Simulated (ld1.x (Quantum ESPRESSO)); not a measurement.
# arsenic: excitation energies, all-electron against RRKJ

As (Z = 33), norm-conserving RRKJ (Kleinman–Bylander form), made with ld1.x (Quantum ESPRESSO) 7.5 (PBE, scalar-relativistic). Core [Ar] 3d10, reference 4s2 4p2.75 (charge +0.25). Waves: 4s (bound): rc 1.80 bohr; 4p (bound): rc 1.75 bohr; 4d channel at -0.1 Ry: rc 1.45 bohr. Local part: all-electron potential smoothed inside 1.80 bohr (lloc = -1). Core correction: none. rho0 = 0.01.

Energies are relative to the spin-unpolarised reference configuration 4s2 4p2.75; without spin polarisation the order of configurations can differ from experiment. The frozen-core shift is the all-electron ΔE with the core orbitals held at their reference shape minus the fully relaxed ΔE.

| valence configuration | charge | ΔE all-electron (eV) | error AE − PS (meV) | frozen-core shift (meV) |
| --- | --- | --- | --- | --- |
| 4s2 4p3 | 0 | -1.534 | +0.2 | 0.0 |
| 4s2 4p2 | +1 | 7.615 | -2.1 | +3.5 |
| 4s2 4p1 | +2 | 25.533 | -11 | +33 |
| 4s2 4p3.3 | -0.3 | -2.768 | +0.3 | +0.1 |
| 4s2 4p2.5 | +0.5 | 2.021 | -0.4 | +0.4 |
| 4s1 4p4 | 0 | 7.883 | +4.4 | +6.6 |
| 4s2 4p0 | +3 | 53.236 | -9.4 | +136 |

Note: ghost state, extra bound levels that the all-electron valence spectrum of the same l lacks: d at -157.7 eV. A true bound ghost makes a file unfit for plane-wave use.
